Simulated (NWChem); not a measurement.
A series in which one site is exchanged, each optimised at PBE0/def2-SVP with NWChem, gas phase unless a solvent is named. Some are not confirmed as minima by frequencies. def2 effective core potentials on Sb, Bi; no spin-orbit coupling.

A: [SbH2][SiH3] (SiSbH$_{5}$; site = Sb)
B: [SiH3][BiH2] (SiBiH$_{5}$; site = Bi)
C: [AlH2][SiH3] (AlSiH5; site = Al)
D: N[SiH3] (SiNH5; site = N)

Values for A:

dipole (D), PBE0/def2-SVP: 0.10
vertical ionisation energy, ΔSCF, CAM-B3LYP/def2-SVP (eV): 9.36
lowest singlet excitation, CAM-B3LYP/def2-SVPD, TDA (eV): 5.79

Problem. How do these values change for the other members?

Solution. 
```tsv
change from A	B	C	D
dipole (D), PBE0/def2-SVP	+0.78	+0.22	+1.34
vertical ionisation energy, ΔSCF, CAM-B3LYP/def2-SVP (eV)	-0.02	+0.49	+0.49
lowest singlet excitation, CAM-B3LYP/def2-SVPD, TDA (eV)	-0.07	-1.51	+0.54
```
